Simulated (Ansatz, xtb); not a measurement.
# AlH3OSiZn: where a starting geometry ends

The starting geometry of this gas-phase singlet was built from a drawn formula by distance geometry and a force field; its bonds are those of `[SiH3][Al]1[O][Zn]1`.

```yaml
atoms:
  - { symbol: Al, position_ang: [-0.1427, -2.0773, 1.8619] }
  - { symbol: O, position_ang: [-1.1644, -3.4675, 2.4657] }
  - { symbol: Si, position_ang: [0.4903, 0.1939, 1.9139] }
  - { symbol: Zn, position_ang: [-2.4966, -3.1962, 1.4278] }
  - { symbol: H, position_ang: [1.0650, 0.5135, 3.2351] }
  - { symbol: H, position_ang: [1.5081, 0.4519, 0.8652] }
  - { symbol: H, position_ang: [-0.6614, 1.0161, 1.6958] }
```

Question: Where would you expect an optimisation with r2SCAN-D4/def2-SVP to take it?

Answer: It keeps its bonds, and is `[SiH3][Al]1[O][Zn]1`. Distances that change by over a tenth: O2–Zn4 (1.71 → 1.99 Å).

The energy falls by 1.06 eV over 10 steps:

```tsv
step	E − E(last) (eV)
1	1.060
2	0.428
3	0.168
4	0.064
5	0.035
6	0.005
7	0.001
8	0.001
9	0.000
10	0.000
```

Final geometry (Å):

```xyz
7

Al   -0.7160   -1.9115    1.9800
O    -1.0862   -3.3852    2.6787
Si    0.4783    0.2407    1.9492
Zn   -2.2402   -3.5853    1.0760
H     1.2636    0.4525    3.2052
H     1.4101    0.2716    0.7796
H    -0.5113    1.3518    1.7968
```

From the same start GFN2-xTB ends elsewhere, differing in O2–Zn4 (2.88 against 1.99 Å here).

No frequencies were run, so the end isn't proven a minimum. Run with Ansatz 0.2.0, 24 s on 1 thread of Intel(R) Xeon(R) 6975P-C (Granite Rapids) (shared host).
